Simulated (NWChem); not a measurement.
System: pyrimidine (C4H4N2); SMILES c1cncnc1

Here is an NWChem input.

```
start job
memory heap 200 mb stack 900 mb global 1100 mb
geometry units angstroms noautoz
  C     -1.356685    -0.011871     0.000000
  C     -0.606667    -1.197298     0.000000
  N      0.736223    -1.196781     0.000000
  C      1.322107     0.011636     0.000000
  N      0.715108     1.209604     0.000000
  C     -0.627575     1.186532     0.000000
  H     -2.456686    -0.021516     0.000000
  H     -1.103876    -2.184553     0.000000
  H      2.428004     0.021332     0.000000
  H     -1.142043     2.164910     0.000000
end
basis spherical
  * library def2-svp
end
dft
  xc m06
  iterations 150
  mulliken
end
task dft energy
```

Excerpt of the output:

```
             Northwest Computational Chemistry Package (NWChem) 7.3.0
             --------------------------------------------------------

 C2V symmetry detected

                             Geometry "geometry" -> ""
                             -------------------------

 Output coordinates in angstroms (scale by  1.889725989 to convert to a.u.)

  No.       Tag          Charge          X              Y              Z
 ---- ---------------- ---------- -------------- -------------- --------------
    1 C                    6.0000     0.00000000     0.00000000    -1.36320883
    2 C                    6.0000    -1.19196083     0.00000000    -0.62361638
    3 N                    7.0000    -1.20323881     0.00000000     0.71922191
    4 C                    6.0000     0.00000000     0.00000000     1.31568629
    5 N                    7.0000     1.20323881     0.00000000     0.71922191
    6 C                    6.0000     1.19196083     0.00000000    -0.62361638
    7 H                    1.0000     0.00000000     0.00000000    -2.46325210
    8 H                    1.0000    -2.17481521     0.00000000    -1.12947434
    9 H                    1.0000     0.00000000     0.00000000     2.42162578
   10 H                    1.0000     2.17481521     0.00000000    -1.12947434

 Effective nuclear repulsion energy (a.u.)     207.4764682052

      Symmetry information
      --------------------

 Group name             C2v
 Group number             16
 Group order               4
 No. of unique centers     7

                                 NWChem DFT Module
                                 -----------------

 Summary of "ao basis" -> "ao basis" (spherical)
 ------------------------------------------------------------------------------
       Tag                 Description            Shells   Functions and Types
 ---------------- ------------------------------  ------  ---------------------
 C                          def2-svp                 6       14   3s2p1d
 N                          def2-svp                 6       14   3s2p1d
 H                          def2-svp                 3        5   2s1p

      Symmetry analysis of basis
      --------------------------

        a1         44
        a2         11
        b1         32
        b2         17

            General Information
            -------------------
          SCF calculation type: DFT
          Wavefunction type:  closed shell.
          No. of atoms     :    10
          No. of electrons :    42
           Alpha electrons :    21
            Beta electrons :    21
          Charge           :     0
          Spin multiplicity:     1
          Use of symmetry is: on ; symmetry adaption is: on
          Maximum number of iterations: 150
          AO basis - number of functions:   104
                     number of shells:    48
          Convergence on energy requested:  1.00D-06
          Convergence on density requested:  1.00D-05
          Convergence on gradient requested:  5.00D-04

              XC Information
              --------------
                          M06 Method XC Functional
                     Hartree-Fock (Exact) Exchange  0.270
                           M06 Exchange Functional  1.000
                         M06 Correlation Potential  1.000

             Grid Information
             ----------------
          Grid used for XC integration:  medium
          Radial quadrature: Mura-Knowles
          Angular quadrature: Lebedev.
          Tag              B.-S. Rad. Rad. Pts. Rad. Cut. Ang. Pts.
          ---              ---------- --------- --------- ---------
          C                   0.70       49          10.0       434
          N                   0.65       49          10.0       434
          H                   0.35       45          12.0       434
          Grid pruning is: on
          Number of quadrature shells:   331
          Spatial weights used:  Erf1

      Superposition of Atomic Density Guess
      -------------------------------------

 Sum of atomic energies:        -260.98472134

      Non-variational initial energy
      ------------------------------

 Total energy =    -264.736572
 1-e energy   =    -762.693037
 2-e energy   =     290.479996
 HOMO         =      -0.290092
 LUMO         =      -0.039277

      Symmetry analysis of molecular orbitals - initial
      -------------------------------------------------

  Numbering of irreducible representations:

     1 a1          2 a2          3 b1          4 b2

  Orbital symmetries:

     1 a1          2 b1          3 a1          4 a1          5 b1
     6 a1          7 a1          8 b1          9 a1         10 a1
    11 b1         12 a1         13 b1         14 a1         15 b2
    16 b1         17 a1         18 a2         19 a1         20 b2
    21 b1         22 a2         23 b2         24 a1         25 b2
    26 a1         27 b1         28 a1         29 a1         30 b1
    31 a1

     ---------------------------------------------
      Total Density - Mulliken Population Analysis
     ---------------------------------------------

    Atom       Charge   Shell Charges
 -----------   ------   -------------------------------------------------------
    1 C    6     6.22   1.99  0.98  0.27  2.01  0.94  0.03
    2 C    6     5.73   1.99  0.95  0.24  1.77  0.73  0.05
    3 N    7     7.52   1.99  1.09  0.51  2.41  1.50  0.02
    4 C    6     5.57   1.99  0.94  0.21  1.69  0.67  0.07
    5 N    7     7.52   1.99  1.09  0.51  2.41  1.50  0.02
    6 C    6     5.73   1.99  0.95  0.24  1.77  0.73  0.05
    7 H    1     0.91   0.67  0.22  0.02
    8 H    1     0.93   0.68  0.22  0.02
    9 H    1     0.94   0.69  0.23  0.02
   10 H    1     0.93   0.68  0.22  0.02

   convergence    iter        energy       DeltaE   RMS-Dens  Diis-err
 ---------------- ----- ----------------- --------- --------- ---------
 d= 0,ls=0.0,diis     1   -263.8492117348 -4.71D+02  1.05D-02  7.29D-01
 d= 0,ls=0.0,diis     2   -263.8603334261 -1.11D-02  6.04D-03  6.90D-01
 d= 0,ls=0.0,diis     3   -263.9258039181 -6.55D-02  1.87D-03  7.94D-02
 d= 0,ls=0.0,diis     4   -263.9333674415 -7.56D-03  8.07D-04  7.80D-03
 d= 0,ls=0.0,diis     5   -263.9342829802 -9.16D-04  2.66D-04  8.62D-04
  Resetting Diis
 d= 0,ls=0.0,diis     6   -263.9344017711 -1.19D-04  5.40D-05  5.60D-05
 d= 0,ls=0.0,diis     7   -263.9344092004 -7.43D-06  2.51D-05  2.63D-06
 d= 0,ls=0.0,diis     8   -263.9344090418  1.59D-07  1.27D-05  4.28D-06
 d= 0,ls=0.0,diis     9   -263.9344095297 -4.88D-07  1.66D-06  6.82D-08

         Total DFT energy =     -263.934409529714
      One electron energy =     -766.417058761757
           Coulomb energy =      331.704790582525
    Exchange-Corr. energy =      -36.698609555696
 Nuclear repulsion energy =      207.476468205214

 Numeric. integr. density =       42.000002143694

                  Occupations of the irreducible representations
                  ----------------------------------------------

                     irrep           alpha         beta
                     --------     --------     --------
                     a1               11.0         11.0
                     a2                1.0          1.0
                     b1                7.0          7.0
                     b2                2.0          2.0

                       DFT Final Molecular Orbital Analysis
                       ------------------------------------

 Vector   19  Occ=2.000000D+00  E=-3.194990D-01  Symmetry=a1
              MO Center=  3.5D-15, -3.4D-16,  7.4D-01, r^2= 3.2D+00
   Bfn.  Coefficient  Atom+Function         Bfn.  Coefficient  Atom+Function
  ----- ------------  ---------------      ----- ------------  ---------------
    34      0.272309   3 N  pz               62      0.272309   5 N  pz
    31     -0.236057   3 N  s                59     -0.236057   5 N  s
    95      0.219252   9 H  s                30     -0.193850   3 N  s
    58     -0.193850   5 N  s                32     -0.191609   3 N  px
    60      0.191609   5 N  px               37     -0.181158   3 N  pz

 Vector   20  Occ=2.000000D+00  E=-3.079070D-01  Symmetry=b2
              MO Center=  2.0D-15,  8.4D-16, -3.3D-01, r^2= 2.7D+00
   Bfn.  Coefficient  Atom+Function         Bfn.  Coefficient  Atom+Function
  ----- ------------  ---------------      ----- ------------  ---------------
     5      0.384304   1 C  py               47     -0.308396   4 C  py
     8      0.269948   1 C  py               19      0.208604   2 C  py
    75      0.208604   6 C  py               50     -0.199163   4 C  py
    33      0.156150   3 N  py               61      0.156150   5 N  py
    22      0.121371   2 C  py               78      0.121371   6 C  py

 Vector   21  Occ=2.000000D+00  E=-2.727373D-01  Symmetry=b1
              MO Center= -7.1D-15, -3.2D-16,  5.1D-01, r^2= 3.3D+00
   Bfn.  Coefficient  Atom+Function         Bfn.  Coefficient  Atom+Function
  ----- ------------  ---------------      ----- ------------  ---------------
    32      0.369934   3 N  px               60      0.369934   5 N  px
    35     -0.271438   3 N  px               63     -0.271438   5 N  px
     4     -0.193403   1 C  px               46      0.194048   4 C  px
     7     -0.192263   1 C  px               34     -0.137127   3 N  pz
    62      0.137127   5 N  pz               90     -0.136244   8 H  s

[...]
```

Level: M06/def2-SVP. The geometry was optimised at PBE-D3(BJ)/def2-SVP.
